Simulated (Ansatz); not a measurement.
A ladder of methods for BH2Br− (SMILES [BH2-]Br)

BH2Br− has 4 atoms, charge -1, and is taken as a doublet. As SMILES, `[BH2-]Br`. Geometry: relaxed at GFN2-xTB.

```xyz
4

B    -0.3806    0.1488    0.0018
Br    1.5401    0.5809    0.6615
H    -0.7702   -0.8617    0.5475
H    -0.3893    0.1320   -1.2108
```

Quantity: the energy change with the B1–H3 bond stretched from 1.213 to 1.819 Å, in eV. The values are calculated.

| level | kind | program | value (eV) | less FCI/STO-3G | CPU time (all runs) |
| --- | --- | --- | --- | --- | --- |
| UHF/STO-3G | Hartree–Fock | Ansatz | 2.98 | +0.64 | 0.42 s |
| UBLYP/STO-3G | GGA | Ansatz | 2.12 | -0.22 | 3.5 s |
| U-r2SCAN/STO-3G | meta-GGA | Ansatz | 2.39 | +0.05 | 10 s |
| UB3LYP/STO-3G | global hybrid | Ansatz | 2.37 | +0.03 | 3.7 s |
| U-wB97M-V/STO-3G | range-separated hybrid | Ansatz | 2.49 | +0.15 | 43 s |
| UB2PLYP/STO-3G | double hybrid | Ansatz | 2.50 | +0.16 | 4.1 s |
| RPA@PBE/STO-3G | RPA | Ansatz | 2.20 | -0.14 | 4.1 s |
| UMP2/STO-3G | perturbation theory | Ansatz | 2.72 | +0.38 | 0.42 s |
| UCCSD/STO-3G | coupled cluster or CI | Ansatz | 2.36 | +0.02 | 0.77 s |
| FCI/STO-3G | exact in the basis | Ansatz | 2.34 | 0.00 | 5.7 s |

FCI/STO-3G is exact within its basis and frozen core, so for wave-function methods in that basis the difference is their error; functionals converge differently with the basis, so for them it is only a difference. All-electron rows without a relativistic Hamiltonian named are non-relativistic. Sets without diffuse functions describe the anion poorly. The first shape isn't each level's own minimum. The values span 2.12 to 2.98 eV. Spin contamination of the reference (⟨S²⟩ at least 0.1 too high) touches UHF/STO-3G, UMP2/STO-3G, UCCSD/STO-3G. All rows use very small basis sets, so none should be taken for the real molecule's value. In the correlated wave-function rows the outer d shell of Br is correlated, in sets not made for it. Times are those of the runs behind each value, whatever else they computed, on shared processors of several kinds: orders of magnitude only.
